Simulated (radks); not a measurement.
The numbers below are computed, except where a source is named.
Q: The mean radii <r> (bohr) of the occupied orbitals of an atom or ion are listed with their occupations. Code: a radial shooting solver on a logarithmic mesh with Libxc functionals. Model: non-relativistic Kohn-Sham, exchange-only PBE, spin-polarised, spherical densities, point nucleus.

orbital  occ.     <r>
1s          2  0.2705
2s          2   1.367

Name the element and its charge. Open shells, if any, are filled with parallel spins first.

A: Z = 6, carbon, charge +2: C2+ in [He] 2s2. The 1s radius gives Z: for a bare nucleus <r> = 1.5/Z, 0.25 bohr for Z = 6, and screening makes it slightly larger (0.2705 here). The occupations add up to 4, and the charge is Z minus that.
